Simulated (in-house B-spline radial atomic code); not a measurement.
A fraction x of an electron is removed from 3s in the silicon ion Si²⁺, starting from [Ne] 3s2 and keeping the highest spin. All numbers are computed (non-relativistic LDA VWN5, spin-polarised, spherical fractional occupations; point nucleus) with an all-electron radial atomic-structure program (B-spline basis), not measured.

```csv
x,E(x) - E(0) (eV),3s down level (eV)
0,0.0000,-28.601
0.02,0.5740,-28.801
0.13,3.8029,-29.905
0.25,7.4636,-31.106
0.41,12.5680,-32.696
0.5,15.5506,-33.581
0.51,15.8869,-33.679
0.63,19.9983,-34.840
0.86,28.2601,-36.981
0.88,29.0015,-37.161
1,33.5224,-
```

The exact functional would give a straight line between the two integer points. Deviations E(x) - E(0) - x[E(1) - E(0)], in eV: -0.096 at x = 0.02, -0.555 at x = 0.13, -0.917 at x = 0.25, -1.176 at x = 0.41, -1.211 at x = 0.5, -1.21 at x = 0.51, -1.121 at x = 0.63, -0.569 at x = 0.86, -0.498 at x = 0.88.

The curve lies below the straight line by up to 1.211 eV (at x = 0.5): convex, the delocalisation error that favours fractional charges.

(1) How well does Slater's transition state (minus the level at half occupation) give the ionisation energy?

Results:

(1) It gives 33.581 eV against 33.522 eV from the two total energies; NIST lists 33.49 eV, ground level to ground level.
